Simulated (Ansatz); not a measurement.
`[SH][In]([Cl])[Cl]` + HCl → `[Cl][In]([Cl])[Cl]` + H₂S at 298.15 K and 1 bar (ligand exchange at the In–S bond).

Program: Ansatz. Geometries: PBE0-D4/def2-TZVP. ΔE: electronic, gas phase. CCSD(T)/CBS is the MP2 limit (def2-TZVPP, def2-QZVPP) plus CCSD(T) − MP2 in def2-TZVPP, frozen cores. This one scheme is used for every species. Elements past krypton have def2 core potentials. For In outer-core shells are correlated without core-valence functions, which leaves a few kJ/mol of doubt a bond. One conformer a species, not always the lowest.

```json
{"species": "`[SH][In]([Cl])[Cl]`", "CCSD(T)/CBS energy (Eh)": "-1507.88474", "H − E (kJ/mol)": "50.2", "S (J/(mol·K))": "366.2"}
{"species": "HCl", "CCSD(T)/CBS energy (Eh)": "-460.38127", "H − E (kJ/mol)": "26.6", "S (J/(mol·K))": "186.8"}
{"species": "`[Cl][In]([Cl])[Cl]`", "CCSD(T)/CBS energy (Eh)": "-1569.29867", "H − E (kJ/mol)": "26.9", "S (J/(mol·K))": "341.0"}
{"species": "H₂S", "CCSD(T)/CBS energy (Eh)": "-398.97279", "H − E (kJ/mol)": "49.9", "S (J/(mol·K))": "205.7"}
```

H − E and S are ideal-gas, rigid-rotor, harmonic terms from PBE0-D4/def2-TZVP, for one conformer and one mirror image of each species. 1 Eh = 2625.50 kJ/mol, R = 8.31446 J/(mol·K).

Task: By hand: ΔE, ΔH, ΔS and ΔG.

Result: ΔE = (-1569.29867) + (-398.97279) − (-1507.88474) − (-460.38127) = -0.00545 Eh = -14.3 kJ/mol. Δ(H − E) = 26.9 + 49.9 − 50.2 − 26.6 = 0.0, so ΔH = -14.3 kJ/mol. ΔS = 341.0 + 205.7 − 366.2 − 186.8 = -6.3 J/(mol·K). ΔG = -14.3 − 298.15 × (-6.3)/1000 = -12.4 kJ/mol.

Task: By hand: the equilibrium constant, and the temperature at which ΔG would vanish if ΔH and ΔS stayed fixed.

Result: log₁₀ K = −ΔG/(RT ln 10) = 2.2. ΔG = 0 at ΔH/ΔS = 2270 K, though so small a ΔS makes that figure unsure.

The number of gas molecules stays the same, so ΔS is small and ΔH decides. A doubt of 5 kJ/mol in ΔE shifts log₁₀ K by 0.9 here. Other conformers and mirror images would add mixing entropy, several J/(mol·K) or more a flexible species. These are equilibria of isolated gas molecules and say nothing of rates. Largest T1 diagnostic: 0.013 (customary marks: 0.02 for closed shells, 0.045 for open ones).
